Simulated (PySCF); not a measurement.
Al₂O₃, SMILES [O]([Al][O])[Al][O] (connectivity only; charge and spin as stated), neutral, multiplicity 1.

Geometry optimised at ωB97X-D3(BJ)/def2-SVP. The values are those of a single conformer.

These are PBE/def2-TZVP in PySCF values and carry that method's errors.

| Item | Result |
|---|---|
| total energy | -710.23972 hartree |
| point group | D∞h |
| highest occupied level | -6.68 eV |
| lowest empty level | -4.25 eV |
| orbital gap | 2.43 eV |
| dipole moment | 0.00 D |
| quadrupole, principal values (traceless, Buckingham form, about the centre of nuclear charge) | -45.12, 22.56, 22.56 D·Å |
| mean static polarisability | 65.2 bohr³ (9.66 Å³) |
| polarisability, principal values | 52.3, 52.3, 91.0 bohr³ |
